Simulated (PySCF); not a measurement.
A structure optimised at r2SCAN-D4/def2-TZVP, used in a PySCF frequency run:

```
C
H 1 1.0870
H 1 1.0870 2 111.57
H 1 1.0910 2 109.45 3 -121.29
Te 1 2.1481 2 109.96 4 -116.43
```
Charge 0, spin multiplicity 2.

**Question.** Write its SMILES, formula and point group.

**Answer.** C[Te], CH₃Te, Cs

**Question.** What are its rotational constants (standard atomic weights)?

**Answer.** 157.46, 7.4245, 7.4192 GHz
